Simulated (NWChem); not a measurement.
Molecule: SiH3S2Cl; SMILES S[SiH](S)Cl

```xyz
7

Si     0.0389     0.0294     0.5216
S     -1.7350    -0.9352    -0.1742
S      0.1955     2.0444    -0.1558
Cl     1.5618    -1.1815    -0.1656
H      0.1425     0.1235     1.9991
H     -2.5449     0.0657     0.2406
H     -0.0609     1.7382    -1.4476
```
Atoms are numbered in this order, from 1.

Results from NWChem. Coordinates come from a PBE0/def2-SVP optimisation. Ions are spin-unrestricted doublets at the neutral geometry; other ion states weren't tried. Functional: LC-ωPBE (HJS hole) with def2-SVP; rows give the range parameter ω in 1/bohr.

Task: At which range parameter does −ε(HOMO) equal the ΔSCF ionisation energy (optimal tuning)?

Result: about 0.36 per bohr, by linear interpolation in these runs:
```csv
range parameter (1/bohr),"vertical ionisation energy, ΔSCF (eV)",−ε(HOMO) (eV),ΔSCF minus −ε(HOMO) (eV)
0.05,9.34,7.14,2.20
0.15,9.58,8.49,1.09
0.25,9.95,9.50,0.45
0.40,10.32,10.47,-0.15
0.80,10.51,11.42,-0.91
```
